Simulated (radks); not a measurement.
The erbium ion Er11+, 57 electrons, occupied as [Kr] 4d10 4f9 5s2. All-electron calculation, scalar-relativistic Kohn-Sham, PBE, spin-polarised, spherical densities, finite nucleus; open shells are filled with parallel spins first (spin-orbit coupling, left out, can overturn this in heavy ions); Fermi nuclear charge, rms radius 5.2516 fm. Program: a radial shooting solver on a logarithmic mesh with Libxc functionals.

Normalised radial functions P(r) = r R(r), r in bohr:

```
   r/bohr * 4p down, o 5s up, + 5s down (the largest magnitude, 1.58, reaches the edge; | marks zero, & curves that meet)
  0.00282                             * &
 0.003205                             * &
 0.003672                             |*+o
 0.004207                             |* &
 0.004819                             |* &
 0.005477                             |* &
 0.006275                             |* &
  0.00719                             | *&
 0.008237                             | *&
 0.009362                             | *&
  0.01073                             |  &
  0.01229                             |  &
  0.01408                             |  &*
  0.01613                             | &  *
  0.01833                             | &   *
    0.021                             |&     *
  0.02406                             &       *
  0.02757                            &|        *
  0.03133                           & |         *
   0.0359                          &  |         *
  0.04113                         &   |          *
  0.04712                        &    |          *
  0.05355                        &    |         *
  0.06135                        &    |        *
  0.07029                        o+   |     *
  0.08053                          &  |  *
  0.09153                            &|
   0.1049                       *     |&
   0.1201                   *         |   &
   0.1376               *             |     &
   0.1564             *               |      +o
   0.1792              *              |      +o
   0.2053                *            |     &
   0.2352                      *      | &
   0.2695                           & |*
   0.3063                       &     |        *
   0.3509                   &         |                *
   0.4021                  &          |                      *
   0.4606                   &         |                          *
   0.5236                       &     |                          *
   0.5998                             |&                      *
   0.6872                             |       &           *
   0.7873                             |             &
   0.8948                             |         *       &
    1.025                             |     *             &
    1.175                             |  *               &
    1.346                             |*             o+
    1.529                             |*         o+
    1.752                             *      &
    2.007                             *   &
      2.3                             * &
    2.614                             *&
    2.995                             &
    3.431                             &
```

4p down: eigenvalue -513.39 eV, 2 radial nodes at r = 0.0886, 0.267 bohr, <r> = 0.535 bohr, 90 % of the charge inside 0.776 bohr. 5s up: eigenvalue -227.67 eV, 4 radial nodes at r = 0.0246, 0.0975, 0.254, 0.593 bohr, <r> = 1.09 bohr, 90 % of the charge inside 1.54 bohr. 5s down: eigenvalue -224.67 eV, 4 radial nodes at r = 0.0246, 0.0975, 0.254, 0.594 bohr, <r> = 1.10 bohr, 90 % of the charge inside 1.55 bohr.
